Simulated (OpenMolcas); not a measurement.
neutral nitrogen: effect of the IPEA shift

- Program: OpenMolcas 26.06
- Basis: ANO-R2 [4s4p2d1f]
- Scalar Hamiltonian: X2C, finite nucleus
- Active space: 5 electrons in 8 orbitals (2s 2p 3s 3p)
- State averaging: 2S+1 = 4 odd, 1 root; 2S+1 = 2 odd, 8 roots; 2S+1 = 4 even, 3 roots; 2S+1 = 2 even, 9 roots
- Spin-orbit coupling: state interaction with AMFI integrals over the reference wave functions, term energies averaged over their components

Methods on the same reference wave functions:
A. CASSCF
B. SS-CASPT2, IPEA 0 Eh, imaginary shift 0.1 Eh (closed shells correlated: 1s)
C. SS-CASPT2, IPEA 0.25 Eh, imaginary shift 0.1 Eh (closed shells correlated: 1s)

Energies in cm-1 above 2s2 2p3 4S* 3/2, the measured ground level; measured values from NIST Handbook of Basic Atomic Spectroscopic Data.

```tsv
Level	A	B	C	Measured
2s2 2p3 4S* 3/2	0.0	0.0	0.0	0.0
2s2 2p3 2D* 3/2	22186	20030	20040	19233
2s2 2p3 2D* 5/2	22190	20040	20050	19224
2s2 2p3 2P* 1/2	28450	29410	29310	28839
2s2 2p3 2P* 3/2	28453	29410	29320	28839
```

Deviations, from unrounded energies. A percentage is the sum of absolute deviations over the sum of measured energies, with the sign that they share, or ± where signs differ.

| Against measurement | Levels | A | B | C |
| --- | --- | --- | --- | --- |
| mean absolute deviation (cm-1) | 4 | 1700 | 690 | 650 |
| other terms of the ground configuration (%) | 4 | ±7.0 | +2.9 | +2.7 |

C lies closest to measurement on these levels and A furthest from it. The largest miss of C in the table is 2s2 2p3 2D* 5/2, by +820 cm-1. The ranking rests on the paired levels alone, and a cruder setting can come out closer through cancelling errors.

Between B and C the level of the table that moves most is 2s2 2p3 2P* 1/2, by 98 cm-1 (lowest in C, highest in B). Moves below CASPT2's spread within the term are not significant.

The mean deviations of B to C differ by less than CASPT2's widest spread within a term (84 cm-1), so their order carries little weight.

From A to B the spin-free energies of the other terms of 2s2 2p3 shown, above 4S*, scale by factors of 0.90 to 1.03.

The lowest spin-free term lies below A's lowest term by 0.086 hartree in B, 0.083 hartree in C.

CASPT2 breaks the degeneracy within a term, and the mean is taken; among the terms shown or strongly mixed into the levels shown the widest spread is 84 cm-1 (2s2 2p3 2D*, C). The run also gave levels led by 2s2 2p2 3s, which use shells meant for correlation; these and all levels above them are left out. Without dynamic correlation excited terms often stand tens of per cent too high (terms of higher spin than the ground term too low), and those without a measured partner can miss by more than the paired ones (holds for A). Measured partners are found by configuration, term and J. A level has none where our copy of the source lacks it or the pairing is in doubt (some pairs that miss far off the trend of their configuration count as doubtful), and it then counts in no deviation. Only configurations of the active space appear. Levels that lie high or do not pair safely by name in every column are left out.

* marks odd parity.
